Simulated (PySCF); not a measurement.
B(OH)2(SH) (BH₃O₂S), SMILES OB(O)S. Geometry: B3LYP-D3(BJ)/def2-SVP. The values are those of a single conformer.

Level of theory: B3LYP-D3(BJ)/def2-SVP run with PySCF.

Harmonic wavenumbers (cm⁻¹): 258, 308, 384, 405, 442, 595, 654, 830, 928, 995, 1295, 1438, 2690, 3848, 3863. Rotational constants (GHz): 9.767, 4.559, 3.108; symmetry number 1.

Work out the zero-point energy and the ideal-gas rigid-rotor harmonic-oscillator thermochemistry at 298.15 K and 1 atm.

ZPE = ½ Σ hcν = ½ × 18936 cm⁻¹ = 27.07 kcal/mol. H − E(el) = 30.85 kcal/mol. Entropy in cal/(mol K): translation 38.97, rotation 25.25, vibration 7.10, total 71.33. G − E(el) = 9.59 kcal/mol. Cp = 19.35 cal/(mol K).
